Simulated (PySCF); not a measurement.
SbC: mean field, correlation and small terms against distance

State: ²Σ⁺, doublet, unpaired electrons σ ↑. ROHF-based CCSD(T) in PySCF 2.14 with Sb cc-pwCVDZ-PP with ECP28, C aug-cc-pVDZ and Sb cc-pwCVTZ-PP with ECP28, C aug-cc-pVTZ (frozen core orbitals: 5; scalar-relativistic core potentials). Correlation energies are extrapolated as n⁻³ (n = 2, 3), Hartree–Fock as (n+1)·exp(−9√n). All energies in eV from Sb + C.

```json
{"R (Å)": "1.6673", "HF/CBS": "0.778", "CCSD corr.": "-2.860", "(T)": "-0.4720", "total": "-2.555"}
{"R (Å)": "1.7431", "HF/CBS": "0.245", "CCSD corr.": "-2.922", "(T)": "-0.5133", "total": "-3.190"}
{"R (Å)": "1.8189", "HF/CBS": "0.063", "CCSD corr.": "-3.000", "(T)": "-0.5582", "total": "-3.496"}
{"R (Å)": "1.8947", "HF/CBS": "0.126", "CCSD corr.": "-3.088", "(T)": "-0.6062", "total": "-3.568"}
{"R (Å)": "1.9704", "HF/CBS": "0.357", "CCSD corr.": "-3.180", "(T)": "-0.6565", "total": "-3.479"}
{"R (Å)": "2.0652", "HF/CBS": "0.794", "CCSD corr.": "-3.294", "(T)": "-0.7216", "total": "-3.222"}
{"R (Å)": "2.1599", "HF/CBS": "1.319", "CCSD corr.": "-3.402", "(T)": "-0.7866", "total": "-2.870"}
```

A fit to the total gives Re = 1.8860 Å, De = 3.569 eV, ωe = 849.9 cm⁻¹, Be = 0.4341 cm⁻¹ (masses 120.9038 and 12.0000 u).

Question: At R = 1.8947 Å the CCSD correlation energy is -0.517053 hartree in the smaller basis and -0.718153 in the larger. Extrapolate it.

Answer: (3³·E3 − 2³·E2)/(3³ − 2³) = -0.80283 hartree; the larger basis holds 89.5 % of it.

The T1 diagnostic is 0.034. The state was picked by a PBE0 search and need not be the measured ground state. Spin–orbit coupling, excitations beyond (T) and corrections to the Born–Oppenheimer picture are left out, and spin–orbit coupling matters for open p, d or f shells this heavy.
